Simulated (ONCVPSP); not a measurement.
# Reading a pseudo-wave (rubidium)

Columns: radius, all-electron u(r) and pseudo u(r) of the 4p shell (level -16.02 eV) of rubidium in the configuration [Ar] 3d10 4s2 4p6 5s1; PW91, scalar-relativistic, ONCV scheme, ONCVPSP 4.0.1.

```tsv
r (bohr)	all-electron	pseudo
0.113	0.2323	0.0104
0.225	-0.1383	0.0412
0.338	-0.3882	0.0926
0.450	-0.3588	0.1631
0.563	-0.1665	0.2518
0.675	0.0750	0.3527
0.788	0.3072	0.4608
0.900	0.4988	0.5660
1.013	0.6453	0.6620
1.125	0.7461	0.7402
1.238	0.8085	0.7971
1.350	0.8379	0.8293
1.463	0.8422	0.8379
1.575	0.8273	0.8259
1.688	0.7986	0.7983
1.800	0.7608	0.7607
1.913	0.7167	0.7167
2.025	0.6698	0.6698
2.138	0.6212	0.6212
2.250	0.5732	0.5732
2.363	0.5260	0.5259
2.475	0.4811	0.4810
2.588	0.4381	0.4381
2.700	0.3982	0.3982
2.813	0.3608	0.3608
2.925	0.3265	0.3264
```

**Question.** How many radial nodes do the two functions have?

**Answer.** The all-electron 4p function has n − l − 1 = 2; the pseudo-wave has 0, since the states of the same l below it are removed with the core.

**Question.** At about which radius was the pseudo-wave matched?

**Answer.** 2.00 bohr. The columns agree to 0.0005 from 1.69 bohr on; several derivatives are matched, so the curves merge somewhat inside the radius.

**Question.** Is the pseudo-wave norm-conserving?

**Answer.** Yes: the ONCV scheme keeps the norm inside the radius equal to the all-electron one, which fixes the energy derivative of the logarithmic derivative at the level.
